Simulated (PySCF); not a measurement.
Ionisation energy of N(2+) by level of theory

N(2+) [He] 2s2 2p1 [2p1/2^1, M_J = 1/2] → N(3+) [He] 2s2, as a difference of total energies. Calculation: PySCF 2.14, in x2c-QZVPPall-2c (7s4p3d2f1g, 57 functions); the two-component X2C-1e Hamiltonian. Correlated levels: 1s2 frozen; the 2 highest virtual spinors dropped. "Screened" scales the spin-orbit matrix elements by Boettger's factors to mimic the two-electron term; Breit and QED terms are absent.

```tsv
method	ionisation energy (eV)
GHF (spin-free)	47.328
GMP2 (spin-free)	47.518
GHF (screened spin-orbit)	47.342
GMP2 (screened spin-orbit)	47.532
```

**Question.** How much does correlation contribute at GMP2 (screened spin-orbit)?

**Answer.** 47.532 − (47.342) = 0.190 eV, measured against GHF (screened spin-orbit).

Errors of the correlated levels include the incompleteness of this basis and the frozen core.

For comparison: 47.445 eV (semi-empirical (NIST evaluation); NIST Atomic Spectra Database, ionization energies).
